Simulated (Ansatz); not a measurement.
Calculated with Ansatz (gas phase, PBE0-D4/def2-TZVP geometries, no zero-point term in ΔE). CBS: MP2 limit from def2 TZ/QZ plus the TZ coupled-cluster correction, frozen cores. This one scheme is used for every species. Functionals use def2-TZVPP. B3LYP here is the variant with VWN-RPA as its local correlation; programs differ in this. Each species was taken in one conformer, which may not be the lowest.

Consider the formal exchange of groups at the Si–N bond: `CN[SiH](N)[SiH3]` + `CCl` → `N[SiH]([SiH3])CCl` + CH₃NH₂.

```json
{"level": "B2PLYP", "ΔE (kcal/mol)": "15.7"}
{"level": "B3LYP", "ΔE (kcal/mol)": "15.9"}
{"level": "MP2/def2-TZVPP", "ΔE (kcal/mol)": "15.2"}
{"level": "SCS-MP2/def2-QZVPP", "ΔE (kcal/mol)": "15.5"}
```

Problem. What does CCSD(T)/CBS give? (Best estimate.)

Solution. Ansatz gave: +14.8 kcal/mol. The listed levels differ from it by 0.9, 1.1, 0.4, 0.7 kcal/mol.

Largest T1 diagnostic among the species: 0.011.

In def2-TZVPP, CCSD(T) changes the Hartree–Fock value by −2.1 kcal/mol (the triples alone add −0.3 kcal/mol) and MP2 by −1.9 kcal/mol.
